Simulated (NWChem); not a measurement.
Species: SnH4O; SMILES [OH][SnH3]

All runs: NWChem. Medium grid unless said otherwise, to which SCAN and Minnesota functionals are sensitive. Coordinates come from a PBE-D3(BJ)/def2-SVP optimisation. def2 effective core potentials on Sn; no spin-orbit coupling. Hybrids' shares of exact exchange are those that their runs print; pure functionals count as 0. The functionals differ in more than this share.

| row | share of exact exchange | highest occupied level (eV) |
|---|---|---|
| PBE/def2-SVP | 0.00 | -6.23 |
| KT2/def2-SVP | 0.00 | -6.38 |
| TPSSh/def2-SVP | 0.10 | -7.08 |
| B3LYP/def2-SVP | 0.20 | -7.62 |
| B3PW91/def2-SVP | 0.20 | -7.65 |
| M06-2X/def2-SVP | 0.54 | withheld |

**Question.** Fit a straight line of the last column on the one before it, predict the withheld value, and compare with the run.

**Answer.** 
1. Means of the 5 shown rows: x = 0.100, y = -6.992. Slope Σ(x − x̄)(y − ȳ)/Σ(x − x̄)² = -0.2660/0.04000 = -6.650; intercept -6.327.
2. The shown rows scatter about the line by 0.065 (root mean square); the largest residual is +0.10, at PBE/def2-SVP.
3. At x = 0.54 (M06-2X/def2-SVP; beyond the shown range) the line gives -9.92.
4. The run gives -9.49, +0.43 from the line, 6.6 times the scatter.
